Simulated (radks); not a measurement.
The mean radii <r> (bohr) of the occupied orbitals of an atom or ion are listed with their occupations. Calculated with a radial shooting solver on a logarithmic mesh with Libxc functionals: Dirac Kohn-Sham, BLYP, spin-unpolarised, spherical densities, finite nucleus; Fermi nuclear charge, rms radius of each element as measured or else 0.836 A^(1/3) + 0.57 fm.

orbital  occ.      <r>
1s1/2       2  0.01632
2s1/2       2  0.06807
2p1/2       2  0.05588
2p3/2       4  0.06467
3s1/2       2   0.1767
3p1/2       2   0.1671
3p3/2       4   0.1830
3d3/2       4   0.1591
3d5/2       6   0.1639
4s1/2       2   0.3811
4p1/2       2   0.3806
4p3/2       4   0.4102
4d3/2       4   0.4076
4d5/2       6   0.4164
4f5/2       6   0.4016
4f7/2       2   0.4055

Name the element and its charge. Open shells, if any, fill j = l - 1/2 first.

Answer. Z = 81, thallium, charge +27: Tl27+ in [Kr] 4d10 4f8. The 1s radius gives Z: for a bare nucleus <r> = (2 gamma + 1)/(2Z) with gamma = sqrt(1 - (Z/c)^2), 0.01613 bohr for Z = 81, and screening makes it slightly larger (0.01632 here). The occupations add up to 54, and the charge is Z minus that.
